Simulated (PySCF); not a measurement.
C4H10O, SMILES CC(C)(C)O. The structure is a stationary point at B3LYP-D3(BJ)/def2-SVP. One conformer was computed; it need not be the lowest.

### Question
Give the equilibrium geometry at B3LYP-D3(BJ)/def2-SVP (PySCF confirms it by a frequency run) as a Z-matrix, and its point group. (The exact figures need the calculation; the answer reports its results.)

### Answer
One answer among several that fit: point group Cs.
```
C
O 1 1.4294
H 2 0.9664 1 107.73
C 1 1.5280 2 105.21 3 180.00
H 4 1.1004 1 110.08 2 -59.50
H 4 1.1004 5 108.06 1 -120.24
H 4 1.1005 5 108.76 6 -117.90
C 1 1.5341 2 109.65 3 -60.88
H 8 1.1005 1 110.13 2 -56.70
H 8 1.1015 9 108.62 1 122.51
H 8 1.1034 9 108.10 10 116.50
C 1 1.5341 2 109.65 3 60.88
H 12 1.1005 1 110.13 2 56.70
H 12 1.1015 13 108.62 1 -122.51
H 12 1.1034 13 108.10 14 -116.50
```
